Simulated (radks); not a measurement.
The nitrogen anion N3-, [Ne], held by a Watson sphere: a shell of charge +4.42 at radius R that stands for the Madelung well of a crystal (potential energy -4.42/R inside, -4.42/r outside, in hartree with lengths in bohr). Method: non-relativistic Kohn-Sham, LDA (Slater exchange, Perdew-Wang correlation), spin-polarised, spherical densities, point nucleus; computed with a radial shooting solver on a logarithmic mesh with Libxc functionals. Response by self-consistent Sternheimer equations with the Hartree and adiabatic LDA kernel. The sphere does not respond.

[
 {"R (bohr)": "2.03", "e(1s) (eV)": "-387.62", "e(2s) (eV)": "-33.279", "e(2p) (eV)": "-22.230", "<r> 2p (bohr)": "1.623", "sum of <r^2> (bohr^2)": "24.78", "X-ray form factor at sin(theta)/lambda = 0.1 1/angstrom": "8.396", "alpha (bohr^3)": "11.29"},
 {"R (bohr)": "2.11", "e(1s) (eV)": "-387.41", "e(2s) (eV)": "-32.424", "e(2p) (eV)": "-21.515", "<r> 2p (bohr)": "1.656", "sum of <r^2> (bohr^2)": "25.74", "X-ray form factor at sin(theta)/lambda = 0.1 1/angstrom": "8.343", "alpha (bohr^3)": "12.42"},
 {"R (bohr)": "2.42", "e(1s) (eV)": "-386.57", "e(2s) (eV)": "-29.508", "e(2p) (eV)": "-19.042", "<r> 2p (bohr)": "1.779", "sum of <r^2> (bohr^2)": "29.55", "X-ray form factor at sin(theta)/lambda = 0.1 1/angstrom": "8.146", "alpha (bohr^3)": "17.78"},
 {"R (bohr)": "3.09", "e(1s) (eV)": "-384.78", "e(2s) (eV)": "-24.950", "e(2p) (eV)": "-15.000", "<r> 2p (bohr)": "2.033", "sum of <r^2> (bohr^2)": "38.23", "X-ray form factor at sin(theta)/lambda = 0.1 1/angstrom": "7.752", "alpha (bohr^3)": "36.72"},
 {"R (bohr)": "3.68", "e(1s) (eV)": "-383.41", "e(2s) (eV)": "-22.334", "e(2p) (eV)": "-12.515", "<r> 2p (bohr)": "2.251", "sum of <r^2> (bohr^2)": "46.70", "X-ray form factor at sin(theta)/lambda = 0.1 1/angstrom": "7.439", "alpha (bohr^3)": "65.98"}
]
